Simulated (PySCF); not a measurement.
**Working out the excitation energy of Be**

Be [He] 2s2 (1S) → Be [He] 2p2 (3P). Computed with PySCF 2.14 in x2c-TZVPPall (5s3p1d, 19 functions), with scalar relativity by spin-free X2C-1e. Frozen: nothing. Energies in hartree (1 hartree = 27.21139 eV):

```
            part  Be (lower)  Be (upper)
             UHF  -14.575079  -14.337000
CCSD correlation   -0.076246   -0.039541
             (T)   -0.000282   -0.000030
```

What does Hartree-Fock give?

(-14.337000) − (-14.575079) = 0.238079 hartree = 6.478 eV.

What do CCSD and CCSD(T) give?

The CCSD correlation energies differ by 0.036705 hartree = 0.999 eV and the triples by 0.000252 hartree = 0.007 eV, so CCSD gives 7.477 eV and CCSD(T) 7.484 eV.

Measured between the centres of the two terms (NIST): 7.401 eV, so CCSD(T) (valence and next inner shell) is off by 0.083 eV.

What remains against the reference includes basis incompleteness and higher excitations.
